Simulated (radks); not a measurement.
Results of a calculation; reference values are marked as such.
Removal energies from the gold ion Au+, [Xe] 4f14 5d10, by Delta-SCF beside the eigenvalue of the level emptied. Level of theory: Dirac Kohn-Sham, BLYP, spin-unpolarised, spherical densities, finite nucleus; Fermi nuclear charge, rms radius of each element as measured or else 0.836 A^(1/3) + 0.57 fm (a radial shooting solver on a logarithmic mesh with Libxc functionals). Sub-shells are occupied by j as written (lower j first in brackets).

[
 {"removed from": "5d5/2", "final configuration": "[Xe] 4f14 5d(3/2: 4, 5/2: 5)", "Delta-SCF (eV)": "20.453", "-eigenvalue (eV)": "14.651"},
 {"removed from": "5d3/2", "final configuration": "[Xe] 4f14 5d(3/2: 3, 5/2: 6)", "Delta-SCF (eV)": "22.157", "-eigenvalue (eV)": "16.216"},
 {"removed from": "5p3/2", "final configuration": "[Kr] 4d10 4f14 5s2 5p(1/2: 2, 3/2: 3) 5d10", "Delta-SCF (eV)": "70.851", "-eigenvalue (eV)": "63.826"},
 {"removed from": "5p1/2", "final configuration": "[Kr] 4d10 4f14 5s2 5p(1/2: 1, 3/2: 4) 5d10", "Delta-SCF (eV)": "87.725", "-eigenvalue (eV)": "80.338"}
]
